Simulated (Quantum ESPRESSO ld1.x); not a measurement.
Values are calculated unless marked as measured or tabulated.
Problem. The mean radii <r> (bohr) of the occupied orbitals of an atom or ion are listed with their occupations. Level of theory: Dirac Kohn-Sham, relativistic LDA (MacDonald-Vosko exchange, VWN5 correlation), spin-unpolarised, spherical densities, point nucleus (ld1.x of Quantum ESPRESSO 7.5).

orbital  occ.      <r>
1s1/2       2  0.02419
2s1/2       2   0.1028
2p1/2       2  0.08621
2p3/2       4  0.09247
3s1/2       2   0.2706
3p1/2       2   0.2597
3p3/2       4   0.2716
3d3/2       4   0.2417
3d5/2       6   0.2454
4s1/2       2   0.5736
4p1/2       2   0.5779
4p3/2       4   0.5968

Name the element and its charge. Open shells, if any, are shared by 2j + 1.

Solution. Z = 59, praseodymium, charge +23: Pr23+ in [Kr]. The 1s radius gives Z: for a bare nucleus <r> = (2 gamma + 1)/(2Z) with gamma = sqrt(1 - (Z/c)^2), 0.02377 bohr for Z = 59, and screening makes it slightly larger (0.02419 here). The occupations add up to 36, and the charge is Z minus that.
